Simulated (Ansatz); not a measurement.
CH₄AlBrO (`C[O][AlH][Br]`). The species carries charge 0 and has multiplicity 1.

Z-matrix (Å, degrees):
```
C
O 1 1.400
H 1 1.094 2 109.8
H 1 1.094 2 109.8 3 118.7
H 1 1.096 2 112.3 3 -120.6
Al 2 1.672 1 136.8 3 119.9
Br 6 2.257 2 118.8 1 0.0
H 6 1.564 2 119.7 1 -180.0
```

List the harmonic frequencies (cm⁻¹, unscaled) at PBE0-D4/def2-TZVP in Ansatz. (An estimate is asked.)

Computed: 83, 86, 155, 249, 406, 461, 630, 747, 1181, 1191, 1232, 1485, 1495, 1500, 2009, 3017, 3085, 3094.

Is this a minimum?

Yes, all 18 modes are real.

Give the ideal-gas thermochemistry at 298.15 K and 1 bar (rigid rotor, harmonic oscillator; point group Cs, symmetry number 1).

Zero-point energy 132.2 kJ/mol; H(298) − E = 151.4 kJ/mol; entropy 344.8 J/(mol·K), of which translation 170.4, rotation 114.1, vibration 60.3; G(298) − E = 48.6 kJ/mol. Modes under 100 cm⁻¹ are hindered rotations or soft bends, so the harmonic entropy is rough.
